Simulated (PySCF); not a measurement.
Two-dimensional NMR puzzle

Compound of formula C3H10Si2. Correlations simulated from computed shifts and the bond graph:

HSQC (one-bond C–H):
```
  δH     δC
7.20  160.8
7.02  152.1
0.20   -5.2
```

COSY cross peaks (H two or three bonds apart, from the bond graph; peaks can be absent where the dihedral angle is near 90°):
```
  δH    δH
7.20  7.02
7.20  4.40
7.02  4.17
4.40  0.20
```

HMBC (two and three bonds, from the bond graph):
```
  δH                  δC
7.20         152.1, -5.2
7.02               160.8
4.40  160.8, 152.1, -5.2
4.17        160.8, 152.1
0.20               160.8
```

No solvent model, one conformer, one averaged value for each set of equivalent atoms, relativity neglected. PBE0/pcSseg-1 with gauge-including orbitals; geometry: GFN2-xTB; PySCF.

δ = σ(ref) − σ, references computed at the same level: TMS for 1H, 13C.

Exchangeable hydrogens are left out of these lists.

Assemble the structure.

## Answers

SMILES C[SiH2]/C=C/[SiH3].

Atom-mapped SMILES (the numbers label the heavy atoms): `[CH3:1][SiH2:2]/[CH:3]=[CH:4]/[SiH3:5]` (H(Xn): hydrogen on atom n).

- δC 160.8 is C3, an alkene CH (δH 7.20).
- δC 152.1 is C4, an alkene CH (δH 7.02).
- δC -5.2 is C1, a methyl carbon bonded to Si (δH 0.20).
- COSY links 7.20–7.02, 7.20–4.40, 7.02–4.17, 4.40–0.20.

Shifts are as computed. Against solution values, carbons near 30 ppm lie about +3 ppm off and those near 130 ppm about +5 ppm. Of 1211 compounds with measured shifts, 218 miss one by over three times the rms of a fit or turn the order of signals round; such compounds aren't used in these exercises.
